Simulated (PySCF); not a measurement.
## LiBe: one state, many levels of theory

State: ²Σ⁺ (doublet), unpaired electrons σ ↑. Set-up: PySCF, no relativity, basis sets Li cc-pVTZ, Be cc-pVTZ. De refers to Li + Be in their ground configurations, without counterpoise correction. The functionals are run spin-unrestricted. A positive dipole means Li(−)Be(+). Levels whose curve was spin-contaminated or gave no clean fit are not listed.

```tsv
Level	Re (Å)	ωe (cm⁻¹)	De (eV)	μ (D)	CPU s a point (SCF and correlation, without the integrals)
ROHF-CCSD(T)	2.550	320	0.340	n/a	7.9
LDA	2.558	353	0.67	-2.59	0.5
PBE	2.580	344	0.58	-2.39	0.7
PW91	2.573	348	0.61	-2.45	0.43
r²SCAN	2.589	348	0.63	-3.03	1
PBE0	2.582	345	0.51	-2.85	1.1
CAM-B3LYP	2.538	359	0.422	-3.57	1.2
```

**Question.** Which functional lies closest to ROHF-CCSD(T) in De, which farthest, and by how much do they differ from it?

**Answer.** Closest is CAM-B3LYP (-1.2 pm in Re, +12.2 % in ωe, +0.08 eV in De against ROHF-CCSD(T) in the same basis), farthest LDA (+0.8 pm in Re, +10.3 % in ωe, +0.33 eV in De). CCSD(T) converges more slowly with the basis than the functionals do and binds too weakly in this one, so the order can change at the basis-set limit.

**Question.** What does a quarter of exact exchange do here, going from PBE to PBE0?

**Answer.** PBE0 less PBE: +0.2 pm in Re, +0.3 % in ωe, -0.07 eV in De. Exact exchange removes part of the self-interaction that spreads semilocal densities, and in most molecules shortens and stiffens the bond and lowers De; here Re goes the other way.

**Question.** What does the step from GGA to meta-GGA do here, going from PBE to r²SCAN?

**Answer.** r²SCAN less PBE: +0.9 pm in Re, +1.2 % in ωe, +0.05 eV in De. 

Correlated steps freeze no core orbitals. The CCSD T1 diagnostic is raised, a sign that a single reference may not be enough here. The state was picked by a PBE0 search and need not be the measured ground state.

The whole job (state search and all levels along the bond) took about 3.7 min on 1 thread of Arm Neoverse V1 (shared host), peak memory 1.2 GiB.
